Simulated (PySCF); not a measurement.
A structure optimised at PBE0-D3(BJ)/def2-SVP, used in a PySCF frequency run:

```
O
C 1 1.3899
H 2 1.1055 1 109.17
H 2 1.1094 3 106.55 1 -123.02
H 2 1.1094 3 106.55 4 -113.97
Zn 1 1.7687 2 127.30 3 180.00
Br 6 2.2277 1 174.77 2 180.00
```

Write its SMILES, formula and point group.

C[O][Zn][Br], CH₃BrOZn, Cs

What are its rotational constants (standard atomic weights)?

42.921, 1.0105, 0.99344 GHz
